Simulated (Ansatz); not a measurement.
Basis-set extrapolation for `C=C(Cl)[SiH2][AlH2]` (PBE0-D4/def2-TZVP geometry, frozen core, Ansatz 0.2.0). Multiplicity 1, RHF reference.

|  | def2-TZVPP | def2-QZVPP |
| --- | --- | --- |
| HF | -1069.595060 | -1069.627028 |
| MP2 correlation | -0.718990 | -0.774265 |
| CCSD(T) correlation | -0.817243 | not run |

Energies in hartree. Use E(X) = E(∞) + A·exp(−7.88·√X) for Hartree–Fock and E(X) = E(∞) + B·X^(−2.97) for correlation, with X = 3 and 4, and add CCSD(T) minus MP2 of the smaller set to the MP2 limit.

**Question.** What is the CCSD(T) energy at the basis-set limit?

**Answer.** HF limit: -1069.627028 + (-0.031968) × 0.13774 = -1069.63143. MP2 limit: -0.774265 + (-0.055275) × 0.74074 = -0.81521. Higher-order term: -0.817243 − (-0.718990) = -0.09825. Total: -1070.54489 hartree, 83.2 kcal/mol below CCSD(T)/def2-TZVPP.
